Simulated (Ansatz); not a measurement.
Job for Ansatz (a first-principles code): R-CCSD(T)/aug-cc-pVDZ on H2Se (SMILES [SeH2]) with ghost functions, monomers drawn apart or pushed together. The run froze 14 orbitals, filled d shells among them.

Ansatz 0.2 input:
```yaml
crystal:
  periodic: [false, false, false]
  atoms:
    - {symbol: Se, position_ang: [-0.32117851, -0.52694308, 3.18888723]}
    - {symbol: H, position_ang: [-0.77694117, -1.55373232, 2.24743199]}
    - {symbol: H, position_ang: [-0.19532229, -1.51865535, 4.27813423]}
basis:
  gaussian:
    orbitals: aug-cc-pVDZ
    ghost_atoms:
      - {symbol: C, position_ang: [0.42266920, -0.08409219, -0.17174038]}
      - {symbol: N, position_ang: [-0.56392928, 0.64091677, 0.62844889]}
      - {symbol: H, position_ang: [0.01573767, -1.05905078, -0.44483626]}
      - {symbol: H, position_ang: [1.31075178, -0.26230605, 0.43577258]}
      - {symbol: H, position_ang: [0.73302948, 0.42346912, -1.09424791]}
      - {symbol: H, position_ang: [-1.41733207, 0.79590041, 0.10579976]}
      - {symbol: H, position_ang: [-0.21135666, 1.55009867, 0.90148183]}
magnetization: {spin_polarized: false}
correlation: {method: ccsd_t, electrons: outside_noble_gas}
scf: {lower_state_search: off}
```

Task: What total energy does the run end on?

Result: -2401.1392 hartree (reference determinant -2400.9750, T1 diagnostic 0.010).

Task: How many basis functions does it have, and what does it roughly cost on one machine?

Result: 145 functions; very roughly 11 core-seconds.
